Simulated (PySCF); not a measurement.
C4H2F3N3.
Atom-mapped SMILES: `[F:1][C:2]([F:3])([F:4])[c:5]1[cH:6][n:7][cH:8][n:9][n:10]1`

Geometry (GFN2-xTB, Å), atoms numbered from 1 in this order:
```xyz
12
C4H2F3N3 angstrom
F     -2.4746   -0.8815    0.2959
C     -1.8148    0.0070   -0.4651
F     -2.3044    1.2163   -0.1438
F     -2.1432   -0.2297   -1.7300
C     -0.3286   -0.0609   -0.2081
C      0.2496    0.5624    0.9044
N      1.5480    0.4567    1.0981
C      2.2146   -0.2520    0.1930
N      1.6858   -0.8493   -0.8583
N      0.4097   -0.7560   -1.0583
H     -0.3237    1.1363    1.6196
H      3.2827   -0.3499    0.3265
```

NICS = −σ at a ghost point: NICS(0) at the centroid of the ring atoms, NICS(1) 1 Å to either side along the normal of their mean plane, zz for the tensor component along that normal. Level: GIAO PBE0/pcSseg-1 (PySCF, non-relativistic, gas phase) on the GFN2-xTB geometry, one conformer.

Ring bond lengths (Å), with Mayer bond orders in brackets: C5–C6 1.400 (1.25), C6–N7 1.317 (1.48), N7–C8 1.329 (1.41), C8–N9 1.320 (1.47), N9–N10 1.295 (1.35), N10–C5 1.323 (1.49).

Task: What do the NICS probes read (ppm)?

Result: 
| ring | type | NICS(0) | NICS(1), two faces | NICS(1)zz, two faces | rms pucker (Å) | centre to ring atoms, mean (Å) |
| --- | --- | --- | --- | --- | --- | --- |
| C5–C6–N7–C8–N9–N10 | 6-membered ring with 3 N; formal bonds all aromatic | -4.5 | -11.4 / -11.4 | -27.8 / -27.8 | 0.00 | 1.33 |

Task: What can be read from them?

Result: 
- C5–C6–N7–C8–N9–N10: mean NICS(1)zz -27.8 ppm, shielded. For a flat ring without four-coordinate atoms the NICS criterion counts such a value as aromatic. NICS(0) lies 7 ppm above the mean NICS(1).

Task: What does the geometric index give? HOMA takes Krygowski's 1993 parameters.

Result: 
- C5–C6–N7–C8–N9–N10: HOMA 0.98; the largest term is that of C5–C6, α(R − Ropt)² = 0.04. The geometric and the magnetic index point the same way.

Task: Give the inner angles of the rings and the Hirshfeld charges of the ring atoms.

Result: 
- C5–C6–N7–C8–N9–N10: C5 120.9° (+0.022 e), C6 119.2° (+0.046 e), N7 115.9° (-0.134 e), C8 125.7° (+0.093 e), N9 119.0° (-0.094 e), N10 119.2° (-0.074 e); sum 720.0° against 720° for a flat convex ring.
